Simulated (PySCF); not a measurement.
**Worked example: entropy of an ideal gas**

Sn(F)(OMe) (CH3FOSn), SMILES [Sn]([O]C)[F] (connectivity only; charge and spin as stated), neutral, multiplicity 1.

Geometry: B3LYP-D3(BJ)/def2-SVP. The def2 effective core potentials stand for the cores of Sn; spin–orbit coupling is left out. One conformer was computed; it need not be the lowest.

B3LYP-D3(BJ)/def2-SVP (PySCF) gives the harmonic wavenumbers 125, 150, 157, 269, 528, 583, 1101, 1167, 1186, 1460, 1468, 1480, 2983, 3052, 3076 cm⁻¹ and the rotational temperatures 0.3262, 0.1454, 0.1019 K. The molar mass is 168.74 g/mol, the symmetry number 1, the spin multiplicity 1.

**Question.** Work out the entropy at 298.15 K and 1 atm in the rigid-rotor, harmonic-oscillator model.

**Answer.** 
Translation (Sackur–Tetrode at 1 atm): S = R[1.5 ln M + 2.5 ln T − 1.16487] = 172.7 J/(mol K).
Rotation: q = (√π/σ) T^1.5/√(θA θB θC) = 131000, S = R[ln q + 3/2] = 110.5 J/(mol K).
Vibration: with u = 1.4388 ν/T, each mode gives R[u/(e^u − 1) − ln(1 − e^−u)]:
| ν (cm⁻¹) | modes | u | S (J/(mol K)) |
|---|---|---|---|
| 125 | 1 | 0.60 | 12.64 |
| 150 | 1 | 0.72 | 11.18 |
| 157 | 1 | 0.76 | 10.82 |
| 269 | 1 | 1.30 | 6.71 |
| 528 | 1 | 2.55 | 2.48 |
| 583 | 1 | 2.81 | 2.01 |
| 1101 | 1 | 5.31 | 0.26 |
| 1167 | 1 | 5.63 | 0.20 |
| 1186 | 1 | 5.72 | 0.18 |
| 1460 | 1 | 7.05 | 0.06 |
| 1468 | 1 | 7.08 | 0.06 |
| 1480 | 1 | 7.14 | 0.05 |
The stiffer modes add less than 0.005 each. Sum 46.6 J/(mol K).
Spin: R ln 1 = 0.0 J/(mol K).
Total 329.8 J/(mol K); the program's own thermochemistry gives 329.8. Translation makes up 52 % and vibration 14 %. Anharmonicity, hindered rotation and orbital degeneracy are left out.
